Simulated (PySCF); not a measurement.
PySCF input file for Sn(I)(OH) (HIOSn), SMILES [Sn]([OH])[I] (connectivity only; charge and spin as stated), neutral, multiplicity 1, PBE-D3(BJ)/def2-SVP. Geometry: PBE-D3(BJ)/def2-SVP. The def2 effective core potentials stand for the cores of I, Sn; spin–orbit coupling is left out. One conformer was computed; it need not be the lowest.

```python
import numpy as np
from pyscf import gto, scf, dft, df
from pyscf.hessian import thermo

mol = gto.M(
    atom='''
    Sn    0.34638641    1.27334905    0.00000000
    I    -0.04412596   -1.49559348    0.00000000
    O    -1.59756590    1.81901198    0.00000000
    H    -2.20011771    1.04690610    0.00000000
    ''',
    basis='def2-SVP',
    ecp={'I': 'def2-svp', 'Sn': 'def2-svp'},
    charge=0,
    spin=0,
    max_memory=1600,
    verbose=3,
)
mf = dft.RKS(mol, xc='pbe').density_fit(auxbasis='def2-universal-jkfit')
mf.disp = 'd3bj'
mf.grids.level = 3
mf.conv_tol = 1e-11
mf.max_cycle = 100
mf.kernel()

# [left out here: the lines that compute and print the analytic Hessian (its translational invariance restored by hand, since the grid's response is missing), thermochemistry and intensities]
```

Output:

```
converged SCF energy = -587.75886618232

WARN: DFTD3 does not support analytical Hessian, using finite difference


WARN: Mole.unit (angstrom) is changed to Bohr

Mode                                 0                   1                   2
Irrep
Freq [cm^-1]                      117.0604            181.6583            443.3635
Reduced mass [au]                   6.6196             79.2522              1.1032
Force const [Dyne/A]                0.0534              1.5409              0.1278
Char temp [K]                     168.4239            261.3659            637.9013
Normal mode                   x     y     z       x     y     z       x     y     z
       0  Sn                -0.02 -0.01 -0.00    0.01  0.07  0.00   -0.00  0.00  0.00
       1   I                 0.02 -0.02  0.00   -0.01 -0.06 -0.00    0.00  0.00 -0.00
       2   O                 0.04  0.21  0.00   -0.01 -0.02 -0.00    0.00 -0.00 -0.07
       3   H                -0.09  0.31 -0.00    0.04 -0.05  0.00    0.00 -0.00  0.95
Mode                                 3                   4                   5
Irrep
Freq [cm^-1]                      573.8022            721.4640           3676.4195
Reduced mass [au]                  15.7279              1.0877              1.0669
Force const [Dyne/A]                3.0510              0.3336              8.4962
Char temp [K]                     825.5737           1038.0261           5289.5491
Normal mode                   x     y     z       x     y     z       x     y     z
       0  Sn                -0.03  0.01 -0.00   -0.01 -0.00 -0.00    0.00 -0.00 -0.00
       1   I                 0.00  0.00  0.00    0.00 -0.00  0.00   -0.00 -0.00  0.00
       2   O                 0.22 -0.07  0.00    0.01  0.06  0.00   -0.04 -0.05  0.00
       3   H                 0.05  0.07 -0.00    0.78 -0.56 -0.00    0.61  0.75 -0.00
temperature 298.1500 [K]
pressure 101325.00 [Pa]
Rotational constants [GHz] 8.47107 0.95279 0.85646
Symmetry number 1
Zero-point energy (ZPE) 0.01302 [Eh]   34175.922 [J/mol]
                           tot       elec      trans        rot        vib
Entropy [J/mol/K]       325.862      0.000    178.222    118.125     29.515
Cv [J/mol/K]             54.449      0.000     12.472     12.472     29.506
Cp [J/mol/K]             62.764      0.000     20.786     12.472     29.506
Internal energy [J/mol]                      3718.434   3718.434  39010.304
Internal energy [Eh]   -587.74118  -587.75887
Enthalpy [J/mol]                             6197.391   3718.434  39010.304
Enthalpy [Eh]          -587.74023
Gibbs free energy [J/mol]                  -46939.509 -31500.485  30210.268
Gibbs free energy [Eh] -587.77724
mode   freq/cm-1   IR/(km/mol)
   1      117.06         6.169
   2      181.66        24.038
   3      443.36       109.526
   4      573.80        82.178
   5      721.46        75.131
   6     3676.42        48.634
max |gradient| / (hartree/bohr): 4.050858114881478e-05
APT charges: [ 0.9319 -0.5376 -0.6464  0.252 ]
```

The run converged.
